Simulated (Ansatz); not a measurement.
A relaxation, step by step

Si₃N₂H₉ClF, doublet, PBE0-D4/def2-TZVP (Ansatz 0.2.0). Settings:

```yaml
hamiltonian: {xc: pbe0, dispersion: d4}
relax: {f_tol: 0.005, max_steps: 200}
```

Start, a step off a saddle point along its unstable mode:

Si1  (0.620, 1.437, 0.208)
N2  (1.574, 0.029, -0.308)
Si3  (1.153, -0.724, -1.851)
N4  (-1.041, 1.000, 0.234)
Si5  (-2.087, -0.181, 1.017)
Cl6  (1.458, 2.151, 1.940)
H7  (0.990, -0.565, 0.852)
F8  (0.529, -0.760, 1.607)
H9  (2.568, 0.178, -0.220)
H10  (-0.034, -1.595, -1.669)
H11  (0.853, 0.334, -2.854)
H12  (2.317, -1.526, -2.319)
H13  (-1.590, 1.677, -0.279)
H14  (-1.839, -1.560, 0.558)
H15  (-2.012, -0.096, 2.494)
H16  (-3.458, 0.204, 0.590)
(Å)

| step | energy less the last (meV) | largest force component (eV/Å) |
| --- | --- | --- |
| 1 | 547.3 | 4.104 |
| 2 | 147.1 | 0.645 |
| 3 | 71.0 | 0.546 |
| 4 | 44.1 | 0.776 |
| 5 (rejected trial) | 71.6 | 0.798 |
| 6 | 16.0 | 0.285 |
| 7 | 9.2 | 0.099 |
| 8 | 6.0 | 0.151 |
| 9 | 3.7 | 0.034 |
| 10 | 3.0 | 0.025 |
| 11 | 2.4 | 0.027 |
| 12 | 2.0 | 0.027 |
| 13 | 1.6 | 0.022 |
| 14 | 1.3 | 0.024 |
| 15 | 0.9 | 0.026 |
| 16 | 0.7 | 0.028 |
| 17 | 0.4 | 0.023 |
| 18 | 0.3 | 0.009 |
| 19 | 0.2 | 0.011 |
| 20 | 0.1 | 0.014 |
| 21 | 0.1 | 0.014 |
| 22 | 0.0 | 0.007 |
| 23 | 0.0 | 0.008 |
| 24 | 0.0 | 0.004 |

Step 15, positions (Å) and forces (eV/Å):

```csv
atom,x,y,z,Fx,Fy,Fz
Si1,0.519,1.603,0.105,-0.015,0.018,-0.004
N2,1.462,0.196,-0.309,-0.004,-0.003,-0.005
Si3,1.110,-0.714,-1.780,-0.002,-0.001,-0.005
N4,-1.124,1.146,0.023,-0.010,0.007,0.012
Si5,-2.038,-0.041,0.939,0.007,0.014,0.000
Cl6,1.167,2.184,1.977,-0.005,-0.012,-0.011
H7,1.138,-0.957,0.973,-0.003,0.011,-0.011
F8,0.892,-1.590,1.634,-0.002,-0.012,0.012
H9,2.455,0.313,-0.133,0.004,0.002,-0.003
H10,-0.046,-1.606,-1.540,0.014,0.008,0.000
H11,0.804,0.198,-2.913,0.001,-0.009,0.010
H12,2.328,-1.501,-2.091,-0.006,0.003,0.004
H13,-1.712,1.832,-0.432,0.026,-0.024,0.014
H14,-1.832,-1.405,0.399,-0.009,0.008,0.001
H15,-1.660,-0.005,2.371,-0.003,-0.002,-0.016
H16,-3.464,0.348,0.776,0.009,-0.006,0.001
```

Last step (24):

Si1  (0.506, 1.605, 0.109)
N2  (1.477, 0.217, -0.306)
Si3  (1.133, -0.712, -1.767)
N4  (-1.129, 1.127, 0.007)
Si5  (-2.052, -0.029, 0.951)
Cl6  (1.115, 2.170, 1.996)
H7  (1.143, -0.956, 0.957)
F8  (0.886, -1.617, 1.586)
H9  (2.468, 0.349, -0.132)
H10  (-0.010, -1.615, -1.513)
H11  (0.811, 0.183, -2.909)
H12  (2.360, -1.486, -2.072)
H13  (-1.707, 1.766, -0.521)
H14  (-1.970, -1.391, 0.371)
H15  (-1.568, -0.046, 2.349)
H16  (-3.463, 0.436, 0.895)
(Å)

Time: 110 s of wall clock on 5 CPU threads of an AMD EPYC 7R13 and a share of one NVIDIA H100; the host was shared. Peak host memory: 1.1 GiB.
